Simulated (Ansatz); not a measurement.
Geometry optimisation, RKS PBE-D4/6-31G (Ansatz).

input.yaml

```yaml
crystal:
  periodic: [false, false, false]
  atoms:
    - { symbol: Si, position_ang: [0.0, 0.0, 0.0] }
    - { symbol: F, position_ang: [0.0, 0.0, 1.59] }
    - { symbol: C, position_ang: [1.7634, 0.0, -0.6227] }
    - { symbol: H, position_ang: [2.1111, -1.0463, -0.7509] }
    - { symbol: H, position_ang: [1.8119, 0.5276, -1.5981] }
    - { symbol: H, position_ang: [2.4154, 0.5187, 0.1108] }
    - { symbol: C, position_ang: [-0.8808, 1.5259, -0.6227] }
    - { symbol: H, position_ang: [-1.9334, 1.2723, -0.8671] }
    - { symbol: H, position_ang: [-0.8624, 2.3106, 0.1622] }
    - { symbol: H, position_ang: [-0.3704, 1.9025, -1.5336] }
    - { symbol: C, position_ang: [-0.8808, -1.5259, -0.6227] }
    - { symbol: H, position_ang: [-1.3804, -2.0377, 0.2261] }
    - { symbol: H, position_ang: [-1.6409, -1.2332, -1.3768] }
    - { symbol: H, position_ang: [-0.1449, -2.2146, -1.0879] }
basis:
  gaussian: { orbitals: "6-31G" }
hamiltonian:
  xc: pbe
  dispersion: d4
relax:
  f_tol: 0.02
  max_steps: 40
```

Run as:

```bash
$ ansatz run input.yaml --threads 1 --pin off --max-ram 2048MiB --backend cpu --events-out ev --progress --plain --runs-dir out
```

**Question.** Where does it end, and by what steps?

**Answer.** It converged. The force dipped under the threshold on the way, but the program's further checks kept it going. Limits of this set-up: no polarisation functions. After 12 steps the energy has fallen by 0.540 eV; H13 moved furthest, 0.90 Å.

```tsv
step	energy less start (eV)	largest force component (eV/Å)	accepted
0	0.0000	4.848	yes
1	-0.3193	2.582	yes
2	-0.4498	0.503	yes
3	-0.4919	0.081	yes
4	-0.4824	0.518	no
5	-0.5052	0.046	yes
6	-0.5150	0.152	yes
7	-0.5229	0.308	yes
8	-0.5365	0.065	yes
9	-0.5366	0.111	yes
10	-0.5391	0.005	yes
11	-0.5393	0.110	yes
12	-0.5398	0.019	yes
```

```xyz
14
Properties=species:S:1:pos:R:3
Si 0.008 -0.044 -0.066
F 0.036 -0.219 1.654
C 1.816 0.045 -0.653
H 2.366 -0.868 -0.372
H 1.853 0.147 -1.752
H 2.332 0.910 -0.207
C -0.935 1.563 -0.453
H -1.970 1.512 -0.076
H -0.440 2.431 0.012
H -0.971 1.728 -1.545
C -0.885 -1.569 -0.773
H -1.912 -1.641 -0.378
H -0.941 -1.499 -1.874
H -0.348 -2.496 -0.511
```

The run took 52 s on 1 thread of Arm Neoverse V1 (shared host), peak memory 0.15 GiB.
